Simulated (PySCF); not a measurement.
Cl2H5NSi2, SMILES [SiH3]N[SiH](Cl)Cl. Atoms are numbered in the order given.

```xyz
10

Si     0.5963     0.1308     0.6566
Cl     1.2778    -0.9716    -0.9635
Cl     0.8498     2.1504     0.2302
N     -1.0573    -0.3118     0.8562
Si    -2.1195    -1.1115    -0.3143
H      1.4289    -0.1538     1.8612
H     -1.5194     0.0303     1.7052
H     -3.4979    -1.0369     0.2802
H     -1.7456    -2.5517    -0.5191
H     -2.1091    -0.4161    -1.6458
```
Charge 0, spin multiplicity 1.

Geometry: PBE-D3(BJ)/def2-SVP. Other conformers were not sampled.

The numbers are results of PBE/def2-TZVP run with PySCF, not measurements.

Atomic charges (e):

```csv
atom,IAO,Mulliken
Si1,1.01,0.49
Cl2,-0.29,-0.20
Cl3,-0.31,-0.21
N4,-0.92,-0.44
Si5,0.69,0.20
H6,-0.12,-0.01
H7,0.28,0.22
H8,-0.11,-0.03
H9,-0.12,-0.02
H10,-0.12,-0.01
```

Task: Give the Mayer and Wiberg (Löwdin basis) orders of the bonds. (The exact figures need the calculation; the answer reports its results.)

Result: 
```
bond     Mayer  Wiberg
-------  -----  ------
Si1–Cl2   1.15    1.79
Si1–Cl3   1.18    1.83
Si1–N4    1.21    1.49
N4–Si5    1.07    1.37
Si1–H6    0.91    0.92
N4–H7     0.88    0.87
Si5–H8    0.94    0.96
Si5–H9    0.94    0.96
Si5–H10   0.94    0.96
```
